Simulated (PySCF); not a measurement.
# Why did this PySCF run fail?

```python
from pyscf import gto, scf, cc

mol = gto.M(
    atom='Rb 0 0 0; H 0 0 2.38',
    basis='jorge-dzp',
    charge=0,
    spin=0,
    verbose=4,
)
mf = scf.UHF(mol)
mf.max_cycle = 1
mf.kernel()
mycc = cc.CCSD(mf)
mycc.kernel()
mf.dip_moment()
print('orbital energies (hartree):', [e[max(0, n-3):n+3].round(4) for e, n in zip(mf.mo_energy, mol.nelec)])
```

```bash
$ python input.py
```

The log, shortened:

```
[earlier lines left out]
number electrons alpha = 19  beta = 19
init E= -2933.62711899212
cycle= 1 E= -2938.5652637219  delta_E= -4.94  |g|= 0.507  |ddm|= 1.19
SCF not converged.
SCF energy = -2938.5652637219 after 1 cycles  <S^2> = 3.7298522e-06  2S+1 = 1.0000075

******** <class 'pyscf.cc.uccsd.UCCSD'> ********
CC2 = 0
CCSD nocc = (np.int64(19), np.int64(19)), nmo = (41, 41)
max_cycle = 50
direct = 0
conv_tol = 1e-07
conv_tol_normt = 1e-06
Init t2, MP2 energy = -0.198018542143068
Init E_corr(UCCSD) = -0.217797530009906
cycle = 1  E_corr(UCCSD) = -0.224281618344068  dE = -0.00648408833  norm(t1,t2) = 0.0461865
cycle = 2  E_corr(UCCSD) = -0.226144419186113  dE = -0.00186280084  norm(t1,t2) = 0.0234476
cycle = 3  E_corr(UCCSD) = -0.226938822561251  dE = -0.000794403375  norm(t1,t2) = 0.0127313
cycle = 4  E_corr(UCCSD) = -0.227210303658935  dE = -0.000271481098  norm(t1,t2) = 0.00591719
cycle = 5  E_corr(UCCSD) = -0.227148388255706  dE = 6.19154032e-05  norm(t1,t2) = 0.00196942
cycle = 6  E_corr(UCCSD) = -0.227119358733338  dE = 2.90295224e-05  norm(t1,t2) = 0.000852748
cycle = 7  E_corr(UCCSD) = -0.227126000906018  dE = -6.64217268e-06  norm(t1,t2) = 0.000413427
cycle = 8  E_corr(UCCSD) = -0.227132217340318  dE = -6.2164343e-06  norm(t1,t2) = 0.000135278
cycle = 9  E_corr(UCCSD) = -0.22713219487537  dE = 2.24649481e-08  norm(t1,t2) = 3.94854e-05
cycle = 10  E_corr(UCCSD) = -0.227132416890232  dE = -2.22014863e-07  norm(t1,t2) = 8.77486e-06
cycle = 11  E_corr(UCCSD) = -0.22713247084151  dE = -5.39512771e-08  norm(t1,t2) = 2.57368e-06
cycle = 12  E_corr(UCCSD) = -0.22713248030868  dE = -9.46717027e-09  norm(t1,t2) = 1.1923e-06
cycle = 13  E_corr(UCCSD) = -0.227132475913703  dE = 4.39497652e-09  norm(t1,t2) = 4.63877e-07
UCCSD converged
E(UCCSD) = -2938.792396197818  E_corr = -0.2271324759137034
Dipole moment(X, Y, Z, Debye): -0.00000, -0.00000, -10.30126
orbital energies (hartree): [array([-0.8029, -0.8029, -0.2401, -0.0345,  0.0171,  0.0171]), array([-0.8029, -0.8029, -0.2365, -0.0347,  0.0171,  0.0171])]
```

Task: Which setting is at fault, why, and what does a mended input give?

Result: The cycle limit (1): the limit is below the number of cycles that the SCF needs. With this edit
```diff
- mf.max_cycle = 1
```
the run finishes: E(SCF) = -2938.584850 Eh, 11 cycles, E(CCSD) − E(SCF) = -0.20745 Eh, μz(SCF) = -9.45 D.

No relativity is included for the heavy element. The bond length is a typed value, not an optimised one. No search for the lowest solution was made.
